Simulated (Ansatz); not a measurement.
`C[SiH2][O][ZnH]` at its PBE0-D4/def2-TZVP geometry, where that method's forces vanish. Total charge 0; spin multiplicity 1.

```xyz
10

C    -1.4588   -0.7645    0.6707
Si    0.3158   -0.5388    0.1520
O     0.5368    0.9370   -0.4872
Zn    1.6501    2.0673   -1.2573
H    -1.6072   -1.7588    1.1017
H    -1.7433   -0.0227    1.4208
H    -2.1311   -0.6606   -0.1842
H     0.6777   -1.6004   -0.8374
H     1.2020   -0.7338    1.3405
H     2.5579    3.0754   -1.9196
```

**Question.** What forces (eV/Å) does PBE-D4/def2-TZVPP give on these atoms in the Gaussian-basis code of Ansatz? (Estimate.)

**Answer.** The calculation gave: 
```
C1   0.027  0.028 -0.019
Si2  0.012 -0.433  0.171
O3  -0.073  0.451 -0.156
Zn4  0.209  0.188 -0.135
H5  -0.026 -0.187  0.081
H6  -0.062  0.136  0.143
H7  -0.138  0.017 -0.157
H8   0.033 -0.111 -0.100
H9   0.091 -0.022  0.125
H10 -0.073 -0.067  0.048
```
